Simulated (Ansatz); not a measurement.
Input for Ansatz (an electronic-structure program): U-CCSD(T)/cc-pV(D+d)Z on BeH4OSi (SMILES [BeH][O][SiH3]), a point of a bond scan (R = 1.185 Å). Files ending in .json are basis or fitting sets from the Basis Set Exchange.

Ansatz 0.2 input:
```yaml
crystal:
  periodic: [false, false, false]
  atoms:
    - {symbol: Be, position_ang: [-1.57329209, -0.93057217, 1.03196074]}
    - {symbol: H, position_ang: [-2.56627019, -1.51789972, 1.68327935]}
    - {symbol: O, position_ang: [-0.52197513, -0.30873830, 0.34237625]}
    - {symbol: Si, position_ang: [0.70038793, 0.41426606, -0.45940157]}
    - {symbol: H, position_ang: [0.77224679, -0.02105020, -1.55919055]}
    - {symbol: H, position_ang: [1.97927429, 0.16602969, 0.24550305]}
    - {symbol: H, position_ang: [0.46032280, 1.87421957, -0.52987566]}
basis:
  gaussian:
    orbitals: cc-pV_D+d_Z.json
correlation: {method: ccsd_t, electrons: outside_noble_gas}
scf: {omitted_lower_state_checks: [cluster_reference]}
magnetization: {spin_polarized: true, initial_magnetization: 0}
```

Output:

```
WARN ansatz: RAYON_NUM_THREADS=1 ignored (pool sized by the plan → 1); use --threads N
Functional definition: HF
these checks for a lower state are left out or cut short: cluster_reference
integrals: 0.07 GiB planned
683 factors; integrals over basis functions are off by at most 1.1e-3 eV
mean field: 0.20 GiB planned
mean field evaluation 1: about -10359.3464 eV, gradient 2.6e1 eV
mean field evaluation 2: about -10359.4330 eV, gradient 2.6e1 eV
mean field evaluation 4: about -10362.5505 eV, gradient 1.9e0 eV
mean field evaluation 8: about -10362.5930 eV, gradient 5.4e-2 eV
mean field -10362.59301562 eV, -380.8182693063 hartree, gradient 1.8e-6 eV, S^2 0.000000; 0 other end points of the search recorded, 0 dependent functions left out
7 core orbitals not correlated
reference -10362.59301562 eV, -380.8182693063 hartree; 8, 8 occupied and 56, 56 virtual orbitals, 683 factors
second order -8.93262076 eV of doubles, -0.00000000 eV of singles
coupled cluster: 0.24 GiB planned
cycle   1  -9.43268641 eV  change   -5.0e-1 eV  update   8.3e-2
cycle   2  -9.74439522 eV  change   -3.1e-1 eV  update   2.4e-2
cycle   3  -9.82993213 eV  change   -8.6e-2 eV  update   1.3e-2
cycle   4  -9.82627022 eV  change    3.7e-3 eV  update   3.1e-3
cycle   5  -9.82554702 eV  change    7.2e-4 eV  update   1.1e-3
cycle   6  -9.82555850 eV  change   -1.1e-5 eV  update   2.5e-4
cycle   7  -9.82546416 eV  change    9.4e-5 eV  update   9.8e-5
cycle   8  -9.82546668 eV  change   -2.5e-6 eV  update   2.4e-5
cycle   9  -9.82547105 eV  change   -4.4e-6 eV  update   6.9e-6
perturbative correction -0.19525011 eV, -0.0071753093 hartree
Total energy: -10372.61373678 eV, -381.1865240166 hartree
Checks for a lower state left out: cluster_reference
```

Self-consistency was reached.

Cost: roughly 2.9 core-seconds.
